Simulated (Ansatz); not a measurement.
Potential energy curve for H6Ge2, SMILES [GeH3][GeH3]. The Ge1–Ge5 bond (Ge1 also carries H, H, H; Ge5 carries H, H, H) is pulled apart rigidly from the PBE0/def2-TZVP optimised geometry. Each curve is given relative to its own lowest point near equilibrium.

```
R / Å      A      B      C      D
-----  -----  -----  -----  -----
1.80   194.9  186.1  188.1  167.7
1.90   121.2  114.7  116.2  101.4
2.05    52.8   48.9   49.9   41.6
2.16    24.4   22.0   22.7   17.8
2.28     7.5    6.3    6.6    4.6
2.39     0.9    0.5    0.6    0.2
2.42     0.2    0.0    0.0    0.0
2.49     0.0    0.2    0.0    0.7
2.54     0.9    1.3    1.0    2.1
2.65     5.3    6.0    5.5    7.2
2.77    12.8   13.6   12.8   14.8
3.01    32.4   32.9   31.3   33.4
3.27    55.0   61.6   53.2   54.6
3.69    73.0      —   84.4   85.6
4.00    78.0      —   97.8   99.4
4.40    80.6      —  104.9  107.5
4.78    81.5      —  107.2  110.7
5.33    81.9      —  108.3  112.3
5.97    82.0      —  108.6  112.8
6.47    82.0      —  108.7  112.9
7.22    82.0      —  108.8  113.0
8.39    82.0      —  108.8  113.0
```

Energies in mEh.

### Question
Which curve belongs to which method? The methods are CCSD on UHF/cc-pVTZ, cores with 3d frozen (Ansatz, a program for electronic structure); UHF/cc-pVTZ (Ansatz); unrestricted PBE0/cc-pVTZ run with Ansatz; MP2 on UHF/cc-pVTZ, cores with 3d frozen (Ansatz).

### Answer
A is UHF; B is UMP2; C is UCCSD; D is UKS-PBE0.

A dash means that the run gave no value there, or that the column was ended at a point which the program doubted or which failed a test of continuity chosen for this set; such a test can also cut sound points.

The unrestricted determinant behind UKS-PBE0 is spin-contaminated at 3.69 to 8.39 Å (<S²> up to 1.0, against 0.00 for a pure singlet). The unrestricted determinant behind UMP2, UHF, UCCSD is spin-contaminated at 3.27 to 8.39 Å (<S²> up to 1.0, against 0.00 for a pure singlet).
